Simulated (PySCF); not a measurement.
BeI2, SMILES [I][Be][I]. Atoms are numbered in the order given.

```xyz
3

Be     0.0000     0.0000     0.0000
I      0.0000     0.0000    -2.1655
I      0.0000     0.0000     2.1655
```

The structure is a stationary point at B3LYP-D3(BJ)/def2-TZVP. The def2 effective core potentials stand for the cores of I; spin–orbit coupling is left out.

Level of theory: PySCF with M06-2X/def2-TZVPD.

Mulliken values depend strongly on the basis, most of all with diffuse functions as here. ESP charges are fitted to the potential on shells at 1.4 to 2.0 van der Waals radii. Atomic charges (e):

```json
[
 {"atom": "Be1", "ESP fit": "0.26", "Mulliken": "-0.05"},
 {"atom": "I2", "ESP fit": "-0.13", "Mulliken": "0.02"},
 {"atom": "I3", "ESP fit": "-0.13", "Mulliken": "0.02"}
]
```
